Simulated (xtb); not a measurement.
In(Br)(Me)(OH) (CH4BrInO), SMILES [OH][In]([CH3])[Br]. All values are semi-empirical tight-binding results from xtb (GFN2-xTB unless named), good for trends rather than for accurate numbers. Coordinates come from a GFN2-xTB optimisation. The structure was generated by enumeration; whether it is a known compound was not checked. Other conformers were not sampled.

Optimised geometry:

```xyz
8

In    -0.5555    -0.0420     0.3656
Br     1.5554     0.0757    -0.9703
C     -1.1092    -1.2166     2.1601
H     -1.3579    -2.2265     1.8471
H     -1.9752    -0.7148     2.5787
H     -0.2750    -1.2247     2.8550
O     -1.9080     1.1524    -0.3786
H     -1.6935     1.6556    -1.1633
```

For metal compounds this method's bond lengths and energies can be far off.

```json
{
 "orbital_gap": "3.14 eV",
 "zero_point_energy": "29.0 kcal/mol",
 "G − E(el) at 298.15 K (modified RRHO)": "7.1 kcal/mol"
}
```

Task: Give the atomic charges and the Wiberg bond orders between heavy atoms. (Estimate from the structure and the level; the computed values follow.)

Result: charges (e) In1 0.27, Br2 -0.18, C3 -0.14, H4 0.09, H5 0.10, H6 0.09, O7 -0.53, H8 0.31. Bond orders In1–Br2 0.98, In1–C3 0.77, In1–O7 1.00.
